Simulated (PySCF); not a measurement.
# Caesium: a sound run and one with changed settings

Sound run: Cs²⁺ [Kr] 4d10 5s2 5p5, Cs³⁺ [Kr] 4d10 5s2 5p4. Computed with PySCF 2.14 in def2-SVP with the def2 core potential (46 electrons), with scalar relativity through the core potential. In the sound run the correlated levels freeze 5s2 outside the core potential. The sound run starts from symmetry-adapted Hartree-Fock orbitals and uses a fine grid where one is needed.

Changed run: all electrons correlated in a basis built for the valence shell.

| species | method | sound run (hartree) | changed run (hartree) | converged |
| --- | --- | --- | --- | --- |
| Cs²⁺ | MP2 | -18.90106 | -18.90911 | yes |
| Cs³⁺ | MP2 | -17.69948 | -17.70944 | yes |

Ionisation energy of Cs²⁺:

```tsv
method	sound run (eV)	changed run (eV)
UHF	32.504	32.504
MP2	32.697	32.645
SCS-MP2	32.700	32.629
```

A valence basis has no tight correlating functions, so it recovers only part of the core correlation, and not evenly between atom and ion.

For comparison, NIST gives 33.195 eV between the lowest levels.
